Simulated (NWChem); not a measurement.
# ScClF2; SMILES [Cl][Sc]([F])[F]

```xyz
4

Sc     0.0000     0.0000    -0.3934
F      0.0000     1.5446    -1.3352
F      0.0000    -1.5446    -1.3352
Cl     0.0000     0.0000     1.8997
```
Atoms are numbered in this order, from 1.

Program: NWChem. Structure relaxed at the PBE0/def2-SVP level. Vertical excitations in the gas phase.

Problem. Estimate the computed values for PBE/def2-SVP, TDA. Quantities: lowest excitation, singlet (eV); orbital gap (eV).

Solution. lowest excitation, singlet (eV): 3.98
orbital gap (eV): 3.97
